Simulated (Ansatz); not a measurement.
Geometry optimisation of Ge4⁺.

```yaml
crystal:
  periodic: [false, false, false]
  atoms:
    - {symbol: Ge, position_ang: [-0.545900, 0.121840, -1.882350]}
    - {symbol: Ge, position_ang: [0.022570, -1.429880, 1.945800]}
    - {symbol: Ge, position_ang: [-0.285040, 1.710120, -0.155520]}
    - {symbol: Ge, position_ang: [0.808380, -0.402080, 0.092070]}
basis:
  gaussian: {orbitals: def2-SVP}
total_charge: 1
magnetization: {spin_polarized: true, initial_magnetization: 1}
hamiltonian: {xc: r2scan, dispersion: d4}
scf: {lower_state_search: "off"}
output: {orbitals: {seedname: orbitals}}
relax: {f_tol: 0.02, max_steps: 100}
```

```sh
$ ansatz run in.yaml --threads 4 --pin off --events-out ev --progress --plain --max-ram 4787MiB
```

It prints (some lines left out):

```
Functional definition: r2SCAN
mean field -226035.80697493 eV, -8306.6626937559 hartree, gradient 6.9e-6 eV, S^2 0.778745; 0 other end points of the search recorded, 0 dependent functions left out
relax step   1: F+E_penalty+E_count = -226035.84891821 eV  Δ(F+E_penalty+E_count) = +0.000e0 eV  max|allowed force component| = 1.147e0 eV/Å  Δτ_max = 0.0000 Å  (32 SCF iters, accepted)
mean field -226035.95055363 eV, -8306.6679701758 hartree, gradient 1.9e-6 eV, S^2 0.781726; 0 other end points of the search recorded, 0 dependent functions left out
relax step   2: F+E_penalty+E_count = -226035.99246404 eV  Δ(F+E_penalty+E_count) = -1.435e-1 eV  max|allowed force component| = 4.563e-1 eV/Å  Δτ_max = 0.0692 Å  (35 SCF iters, accepted)
mean field -226036.04736532 eV, -8306.6715279399 hartree, gradient 5.5e-6 eV, S^2 0.772439; 0 other end points of the search recorded, 0 dependent functions left out
relax step   3: F+E_penalty+E_count = -226036.08963646 eV  Δ(F+E_penalty+E_count) = -9.717e-2 eV  max|allowed force component| = 2.344e-1 eV/Å  Δτ_max = 0.1999 Å  (37 SCF iters, accepted)
mean field -226036.13933209 eV, -8306.6749076563 hartree, gradient 4.8e-6 eV, S^2 0.768629; 0 other end points of the search recorded, 0 dependent functions left out
relax step   4: F+E_penalty+E_count = -226036.18160388 eV  Δ(F+E_penalty+E_count) = -9.197e-2 eV  max|allowed force component| = 3.465e-1 eV/Å  Δτ_max = 0.1955 Å  (37 SCF iters, accepted)
mean field -226036.32100886 eV, -8306.6815841544 hartree, gradient 2.5e-6 eV, S^2 0.784364; 0 other end points of the search recorded, 0 dependent functions left out
relax step   5: F+E_penalty+E_count = -226036.36131341 eV  Δ(F+E_penalty+E_count) = -1.797e-1 eV  max|allowed force component| = 8.390e-1 eV/Å  Δτ_max = 0.1942 Å  (51 SCF iters, accepted)
mean field -226036.58873056 eV, -8306.6914227454 hartree, gradient 3.0e-6 eV, S^2 0.766913; 0 other end points of the search recorded, 0 dependent functions left out
relax step   6: F+E_penalty+E_count = -226036.62802196 eV  Δ(F+E_penalty+E_count) = -2.667e-1 eV  max|allowed force component| = 4.613e-1 eV/Å  Δτ_max = 0.1915 Å  (38 SCF iters, accepted)
mean field -226036.71846474 eV, -8306.6961903886 hartree, gradient 3.0e-6 eV, S^2 0.763379; 0 other end points of the search recorded, 0 dependent functions left out
relax step   7: F+E_penalty+E_count = -226036.75758369 eV  Δ(F+E_penalty+E_count) = -1.296e-1 eV  max|allowed force component| = 2.579e-1 eV/Å  Δτ_max = 0.2000 Å  (38 SCF iters, accepted)
mean field -226036.73483694 eV, -8306.6967920558 hartree, gradient 1.7e-6 eV, S^2 0.763400; 0 other end points of the search recorded, 0 dependent functions left out
relax step   8: F+E_penalty+E_count = -226036.77381833 eV  Δ(F+E_penalty+E_count) = -1.623e-2 eV  max|allowed force component| = 2.235e-1 eV/Å  Δτ_max = 0.1203 Å  (34 SCF iters, accepted)
mean field -226036.74038513 eV, -8306.6969959482 hartree, gradient 2.3e-6 eV, S^2 0.763267; 0 other end points of the search recorded, 0 dependent functions left out
relax step   9: F+E_penalty+E_count = -226036.77942783 eV  Δ(F+E_penalty+E_count) = -5.610e-3 eV  max|allowed force component| = 3.818e-2 eV/Å  Δτ_max = 0.0271 Å  (29 SCF iters, accepted)
mean field -226036.74054156 eV, -8306.6970016969 hartree, gradient 1.5e-6 eV, S^2 0.763279; 0 other end points of the search recorded, 0 dependent functions left out
relax step  10: F+E_penalty+E_count = -226036.77957678 eV  Δ(F+E_penalty+E_count) = -1.489e-4 eV  max|allowed force component| = 5.723e-3 eV/Å  Δτ_max = 0.0043 Å  (29 SCF iters, accepted)
Total energy: -226036.77958834 eV, -8306.6984366393 hartree
Atom 0 at    -0.199618     0.527912    -2.122071 Å, force     0.000981     0.000257    -0.003658 eV/Å
Atom 1 at     0.197567    -0.529504     2.122188 Å, force    -0.000485     0.002102    -0.001727 eV/Å
Atom 2 at    -0.699320     0.949922     0.301118 Å, force    -0.001475     0.000189     0.005723 eV/Å
Atom 3 at     0.701381    -0.948330    -0.301235 Å, force     0.000979    -0.002548    -0.000338 eV/Å
Dipole moment:    -0.000099    -0.000253     0.000571 e Å
Checks for a lower state left out: stability, starts, cluster_reference, orbital_swaps, neighbouring_geometries, increment
```

It took 72 s on 4 threads of Arm Neoverse V1 on a shared host.

Another isomer (doublet) lies 0.28 eV lower at PBE0-D4/def2-TZVP; other spin states weren't run for this one.
